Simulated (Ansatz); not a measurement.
Program: Ansatz. Geometries: PBE0-D4/def2-TZVP. ΔE: electronic, gas phase. CCSD(T)/CBS adds triple-zeta CCSD(T) − MP2 to the extrapolated MP2 energy (def2 sets, frozen cores). This one scheme is used for every species. Each species was taken in one conformer, which may not be the lowest.

Reaction (formal exchange of groups at the Si–F bond): `NC[SiH2]F` + `BF` → `NC[SiH2]BF` + H–F

`NC[SiH2]F`:

```xyz
10

N    -0.036    0.597   -1.337
C     0.002    0.723    0.120
Si    0.177   -1.029    0.751
F    -0.017   -1.078    2.345
H    -0.925    0.225   -1.646
H     0.095    1.489   -1.796
H     0.905    1.273    0.403
H    -0.846    1.256    0.572
H    -0.876   -1.884    0.144
H     1.521   -1.571    0.443
```

`BF`:

Cartesian coordinates in Å:
```
B 0.045 -0.015 0.014
F -1.155 0.385 -0.352
H 0.134 -1.057 0.598
H 0.976 0.687 -0.260
```

`NC[SiH2]BF`:

Cartesian coordinates in Å:
```
N 0.687 2.054 -0.139
C 0.773 0.611 -0.322
Si -0.838 -0.233 0.178
B -0.756 -2.264 0.067
F 0.363 -2.874 -0.298
H 0.503 2.286 0.829
H 1.556 2.508 -0.393
H 0.927 0.399 -1.386
H 1.607 0.124 0.209
H -1.162 0.128 1.593
H -1.974 0.248 -0.659
H -1.685 -2.987 0.320
```

H–F:

Cartesian coordinates in Å:
```
F 0.286 -0.359 -0.021
H -0.286 0.359 0.021
```

| species | SCS-MP2/def2-QZVPP energy (Eh) |
| --- | --- |
| `NC[SiH2]F` | -485.18648 |
| `BF` | -125.77464 |
| `NC[SiH2]BF` | -510.53088 |
| H–F | -100.36288 |

Task: Work out ΔE.

Result: ΔE = (-510.53088) + (-100.36288) − (-485.18648) − (-125.77464) = 0.06736 Eh = +176.9 kJ/mol. CCSD(T)/CBS gives +163.6 kJ/mol.

Largest T1 diagnostic among the species: 0.013.

From PBE to PBE0 (25 % exact exchange), in def2-TZVPP and without D4, ΔE moves by +6.5 kJ/mol. The D4 term adds −5.0 kJ/mol with B3LYP and −2.9 kJ/mol with PBE0; it sums over pairs of atoms, weighted by their polarisabilities, and B3LYP, whose exchange is more repulsive, gets the larger term.

B3LYP here is the variant with VWN-RPA as its local correlation; programs differ in this.
